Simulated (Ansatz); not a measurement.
The same ligand exchange along the group B, Al, Ga, In.

Computed with Ansatz on PBE0-D4/def2-TZVP structures; ΔE is electronic, products minus reactants. CBS: MP2 limit from def2 TZ/QZ plus the TZ coupled-cluster correction, frozen cores. This one scheme is used for every species. Functionals use def2-TZVPP. Elements past krypton have def2 core potentials. For Ga, In outer-core shells are correlated without core-valence functions, which leaves a few kJ/mol of doubt a bond. Scalar relativity is left out up to krypton. Each species was taken in one conformer, which may not be the lowest.

```csv
reaction,B97M-V (kcal/mol),r2SCAN-D4 (kcal/mol)
`B[SiH2][SiH3]` + CH₃NH₂ → `CN[SiH2][SiH3]` + BH₃,-8.6,-9.3
`[AlH2][SiH2][SiH3]` + CH₃NH₂ → `CN[SiH2][SiH3]` + `[AlH3]`,-6.4,-4.0
`[SiH3][SiH2][GaH2]` + CH₃NH₂ → `CN[SiH2][SiH3]` + `[GaH3]`,-3.3,-1.7
`[SiH3][SiH2][InH2]` + CH₃NH₂ → `CN[SiH2][SiH3]` + `[InH3]`,-1.0,1.0
```

**Question.** Give the CCSD(T)/CBS values in the same order. (Estimate.)

**Answer.** Computed: -11.2, -5.2, -2.0, 1.4 kcal/mol.

Largest T1 diagnostic: 0.014, for `[InH3]`.
